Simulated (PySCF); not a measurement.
I⁺: interval between two levels

I⁺ [Kr] 4d10 5s2 5p4 [3P2, M_J = 2] → I⁺ [Kr] 4d10 5s1 5p5 [3P2, M_J = 2], as a difference of total energies. Calculation: PySCF 2.14, in x2c-TZVPall-2c (8s9p5d2f, 74 functions); the two-component X2C-1e Hamiltonian. Correlated levels: [Ar] 3d10 frozen; the 6 highest virtual spinors dropped. "Screened" scales the spin-orbit matrix elements by Boettger's factors to mimic the two-electron term; Breit and QED terms are absent.

| method | interval between two levels (cm⁻¹) |
| --- | --- |
| GHF (spin-free) | 96735 |
| GMP2 (spin-free) | 89958 |
| GHF (screened spin-orbit) | 97916 |
| GMP2 (screened spin-orbit) | 90879 |

The spin-free rows relax to the high-spin LS determinant and lack the spin-orbit shift.

Errors of the correlated levels include the incompleteness of this basis and the frozen core.

The labels give the starting determinants; with spin-orbit coupling the two ends relaxed to ⟨J²⟩ = 6.03, ⟨L²⟩ = 2.37, ⟨S²⟩ = 1.86 and ⟨J²⟩ = 6.02, ⟨L²⟩ = 2.03, ⟨S²⟩ = 2.04.

For comparison: 81908 cm⁻¹ (measured; NIST Handbook of Basic Atomic Spectroscopic Data (Sansonetti and Martin, J. Phys. Chem. Ref. Data 34, 1559 (2005))).
